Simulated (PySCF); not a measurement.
Geometry (Å), atoms numbered from 1 in this order:
```xyz
26

C     4.331   -0.244    0.859
S     2.913   -1.117    0.168
C     2.087    0.245   -0.738
C     0.992   -0.369   -1.611
C    -0.186   -0.888   -0.792
C    -0.760    0.190    0.125
C    -1.924   -0.342    0.951
O    -2.498    0.620    1.796
C     0.333    0.789    1.006
C     1.501    1.314    0.183
H     4.937    0.225    0.069
H     4.946   -0.997    1.372
H     4.034    0.517    1.596
H     2.857    0.693   -1.388
H     0.636    0.415   -2.302
H     1.417   -1.172   -2.233
H     0.140   -1.745   -0.177
H    -0.969   -1.269   -1.469
H    -1.157    1.000   -0.524
H    -1.562   -1.152    1.606
H    -2.678   -0.794    0.274
H    -2.833    1.334    1.243
H    -0.094    1.585    1.635
H     0.702    0.007    1.692
H     1.161    2.152   -0.454
H     2.281    1.731    0.839
```

[PySCF 2.14.0 with density-fitted response routines: PBE0-D3(BJ)/def2-SVP structure; GIAO PBE0/pcSseg-1 shieldings; a single conformation; in vacuum; no relativistic terms; equivalent nuclei averaged]

Referencing at the same level of theory: $^{13}$C (σ = 184.41 ppm) against TMS.

Question: Do the $^{13}$C shifts follow the atomic charges (in e)? Tabulate both.

Answer: 
```json
{"atoms": "C7", "hybridisation": "sp3", "δ (ppm)": "71.2", "σ para (ppm)": "-130", "Hirshfeld": "+0.00", "IAO": "-0.04", "Mulliken": "+0.17", "ESP-fitted": "+0.09"}
{"atoms": "C3", "hybridisation": "sp3", "δ (ppm)": "48.7", "σ para (ppm)": "-115", "Hirshfeld": "-0.03", "IAO": "-0.18", "Mulliken": "-0.40", "ESP-fitted": "-0.11"}
{"atoms": "C6", "hybridisation": "sp3", "δ (ppm)": "44.9", "σ para (ppm)": "-109", "Hirshfeld": "-0.03", "IAO": "-0.12", "Mulliken": "-0.42", "ESP-fitted": "-0.09"}
{"atoms": "C4/C10", "hybridisation": "sp3", "δ (ppm)": "31.2", "σ para (ppm)": "-94", "Hirshfeld": "-0.07", "IAO": "-0.25", "Mulliken": "-0.14", "ESP-fitted": "-0.17"}
{"atoms": "C5/C9", "hybridisation": "sp3", "δ (ppm)": "25.1", "σ para (ppm)": "-88", "Hirshfeld": "-0.07", "IAO": "-0.26", "Mulliken": "-0.16", "ESP-fitted": "+0.04"}
{"atoms": "C1", "hybridisation": "sp3", "δ (ppm)": "18.3", "σ para (ppm)": "-83", "Hirshfeld": "-0.12", "IAO": "-0.50", "Mulliken": "-0.39", "ESP-fitted": "-0.47"}
```

Correlation coefficients of δ with charge over these carbons: Hirshfeld +0.95, IAO +0.88, Mulliken +0.53, ESP-fitted +0.66; with the paramagnetic shielding -0.99. With so few points these coefficients are fragile. Charge is one influence among several: hybridisation and low-lying excitations act through the paramagnetic term.

Shifts are as computed. Against solution values, carbons near 30 ppm lie about +2 ppm off and those near 130 ppm about +5 ppm; carbons on S a further +3 ppm. Of 1211 compounds with measured shifts, 218 miss one by over three times the rms of a fit or turn the order of signals round; such compounds aren't used in these exercises.
